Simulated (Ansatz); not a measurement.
Harmonic frequencies (cm⁻¹) at PBE0-D4/def2-TZVP from Ansatz: 190, 239, 418, 502, 635, 678, 1822, 1872, 2445.

(1) Which molecule is it?
A. `N[B]F`•
B. `[O][Ga]([Cl])[Cl]`•
C. `[SeH][SnH2]`•
D. `[OH][In][Br]`•

## Answers

(1) C.
